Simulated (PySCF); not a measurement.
## S⁺: ionisation energy

S⁺ [Ne] 3s2 3p3 (4S) → S²⁺ [Ne] 3s2 3p2 (3P), as a difference of total energies. Calculation: PySCF 2.14, in x2c-SVPall (4s3p1d, 18 functions); scalar relativity by spin-free X2C-1e. Correlated levels: valence: [Ne] frozen. The calculations carry no spin-orbit coupling.

| method | ionisation energy (eV) |
| --- | --- |
| UHF | 22.798 |
| BP86 | 23.413 |
| PBE0 | 23.428 |
| MP2 (valence) | 23.189 |
| SCS-MP2 (valence) | 23.037 |
| CCSD (valence) | 23.103 |
| CCSD(T) (valence) | 23.105 |

**Question.** How much does correlation contribute at CCSD(T) (valence)?

**Answer.** 23.105 − (22.798) = 0.307 eV, measured against UHF.

The reference lies between the lowest fine-structure levels, while these numbers refer to the centres of the terms.

Errors of the correlated levels include the incompleteness of this basis and the frozen core.

For comparison: 23.338 eV (measured; NIST Atomic Spectra Database, ionization energies).
